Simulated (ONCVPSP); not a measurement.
# What one change does to a pseudopotential (nitrogen, ONCV)

```json
{
 "Element": "N",
 "Generator": "ONCVPSP 4.0.1",
 "Type": "optimised norm-conserving Vanderbilt (ONCV)",
 "Functional": "BLYP",
 "Relativity": "scalar-relativistic",
 "Frozen core": "[He]",
 "Valence charge": "5",
 "Reference configuration": "2s2 2p2 (charge +1)",
 "Partial waves": "2s: rc 1.05 bohr, ncon 3, nbas 6, qcut 7.4 1/bohr, 2 projectors, debl 2 Ha; 2p: rc 1.05 bohr, ncon 3, nbas 6, qcut 8.3 1/bohr, local",
 "Local potential": "the p channel",
 "Core correction": "Teter function, fcfact 4.5, rcfact 1.75"
}
```

Change: p: rc 0.72.

Cutoffs: the cutoffs (Ha) at which the residual kinetic energy of the hardest occupied pseudo-wave falls to 1 and 0.1 mHa per electron; they do not see the model core or the augmentation charge, which bear on the density cutoff. Errors are all-electron minus pseudo energies relative to the spin-unpolarised reference configuration.

Q: Predict the effect on cutoff, ghosts and configuration errors.

A: The potential gets harder (34 Ha and 98 Ha → 182 Ha and 297 Ha); the bound ghost in s disappears; of the 4 tests that both files solve, the error grows in 0 and shrinks in 4 by more than 15 % and 0.3 meV (median size 13.0 → 5.5 meV). A smaller radius makes the pseudo-wave follow the all-electron one further in, where it bends more sharply, so more plane waves are needed. Less of the atom is replaced, so other configurations are described better.

| quantity | base | changed |
| --- | --- | --- |
| cutoff, loose | 34 Ha | 182 Ha |
| cutoff, tight | 98 Ha | 297 Ha |
| loose cutoff by channel | s 24 Ha, p 34 Ha | s 24 Ha, p 182 Ha |
| bound ghosts | s | none |
| GHOST(+) flags under 300 eV | none | none |
| error for 2s2 2p3, meV [ΔE -13.57 eV] | +1.5 | +1.0 |
| error for 2s2 2p1, meV [ΔE 28.87 eV] | +13 | -4.4 |
| error for 2s2 2p0, meV [ΔE 76.03 eV] | +125 | -12 |
| error for 2s1 2p3, meV [ΔE 11.66 eV] | +13 | +6.5 |
| s: phases at 1.06 bohr within 0.05 rad from the reference energy up to (Ha; the scan ends near 5) | to the end of the scan | to the end of the scan |
| rms error of d²Exc/dni dnj with the model core, mHa | 1.65 | 1.75 |

 A true bound ghost makes a file unfit for plane-wave use even where its test errors are small: the radial tests pick states by their node count and pass the ghost by.
